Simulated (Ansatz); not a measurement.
Mulliken charges of `[SiH3]C1[SiH2]S1` from B3LYP/def2-TZVPP in Ansatz (PBE0-D4/def2-TZVP geometry).

| atom | x (Å) | y (Å) | z (Å) | charge (e) |
| --- | --- | --- | --- | --- |
| Si1 | -0.794 | 0.848 | -0.999 | 0.281 |
| C2 | -0.442 | -0.484 | 0.251 | -0.202 |
| Si3 | 1.193 | -0.603 | 1.093 | 0.326 |
| S4 | 0.599 | -1.890 | -0.436 | -0.228 |
| H5 | -1.618 | 0.325 | -2.120 | -0.062 |
| H6 | -1.528 | 1.969 | -0.348 | -0.076 |
| H7 | 0.497 | 1.351 | -1.536 | -0.062 |
| H8 | -1.295 | -0.854 | 0.817 | 0.119 |
| H9 | 1.248 | -1.130 | 2.473 | -0.050 |
| H10 | 2.224 | 0.417 | 0.808 | -0.045 |

**Question.** By hand: the dipole of these point charges (1 e Å = 4.8032 D).

**Answer.** Σ q r = (-0.012, 0.253, 0.315) e Å, of length 0.404 e Å = 1.94 D.

**Question.** How does the dipole of the full density compare? (Best estimate.)

**Answer.** Ansatz gave: (0.024, 0.155, 0.324) e Å, 1.73 D; the point charges give 1.12 times that, at 14° from its direction.

Point charges leave out the atoms' own dipoles, such as those of lone pairs, and Mulliken's split depends on the basis, so the close match here is no proof of good charges.

B3LYP here is the variant with VWN-RPA as its local correlation; programs differ in this.
